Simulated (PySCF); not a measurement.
Species: C₇H₈FS (doublet state).
Z-matrix (Å and degrees, GFN2-xTB geometry), rows numbered from 1:
```
C 
C   1  1.5252
C   2  1.4883  1  111.64
C   3  1.3644  2  125.30  1  -153.74
S   4  1.7679  3  121.23  2   179.44
C   5  1.7225  4   92.24  3  -179.75
C   6  1.3696  5  112.49  4    -0.04
C   7  1.3882  6  112.35  5    -0.04
F   8  1.3471  4  122.25  3    -1.00
H   1  1.0876  2  110.35  3    61.02
H   1  1.0877  2  110.66  3   -59.05
H   1  1.0871  2  110.36  3  -179.08
H   2  1.0974  1  109.06  3   120.32
H   2  1.0911  1  109.88  3  -122.96
H   3  1.0796  2  116.96  1    27.15
H   6  1.0702  5  119.51  4   179.96
H   7  1.0749  6  124.19  5  -179.93
```

The hyperfine couplings belong to this conformer and change with its torsions.

The species is `CC[CH]c1sccc1F` [radical].

Method: UKS B3LYP, pcH-1 on C F H S, non-relativistic, mean-field spin-orbit, GIAO (PySCF). The structure is a single GFN2-xTB conformer in the gas phase; no vibrational or solvent corrections. GFN2-xTB frequencies show an imaginary mode (24i cm⁻¹), so this geometry is no minimum at that level. A GFN2-xTB geometry isn't a minimum of the functional, and hyperfine couplings can be far from their values at a DFT geometry. No stability test was run, so a lower SCF solution isn't excluded. ⟨S²⟩ is 0.779 where a pure state has 0.75.

The largest Mulliken spin populations are on C3 (+0.63), C8 (+0.34), C6 (+0.34) and C4 (-0.20). Three atoms exceed +0.15. The positive populations add up to 1.44 and the negative ones to -0.44, together 2S = 1. The angles at C3 add up to 360.0°, so it is planar; its axial dipolar tensor and the negative coupling of its proton fit spin in a p orbital normal to that plane.

Problem. McConnell's relation a(H) = Q·ρ ties the coupling of a proton on a planar π carbon to the spin population of that carbon. What Q do the computed values give?

Solution. 
```csv
H,C,ρ(C),a(H) (G),a/ρ (G)
H15,C3,+0.633,-14.12,-22.3
H16,C6,+0.336,-8.67,-25.8
H17,C7,-0.147,+2.53,-17.2
```

A least-squares line through the origin gives Q = -22.8 G with Mulliken populations. In McConnell's picture π spin on carbon polarises the C–H bond and leaves opposite spin at the proton, which makes Q negative, as found here. Where ρ is negative the coupling is positive.

Problem. Leave H15 and its like out of the fit. How well does the relation then predict its coupling?

Solution. The other protons give Q = -24.4 G, so a = -24.4 × 0.633 ≈ -15.44 G, against the computed -14.12 G.

Problem. List the C–H protons on four-coordinate carbons next to a three-coordinate spin centre, with their couplings and θ (C–H bond against the normal to the plane of the centre's neighbours, projected along the bond that joins the two).

Solution. 
```csv
β H,on,centre,θ (°),cos²θ,a (G)
H13,C2,C3,4,1.00,+29.55
H14,C2,C3,59,0.26,+9.66
```

Couplings in gauss use g_iso = 2.0034.
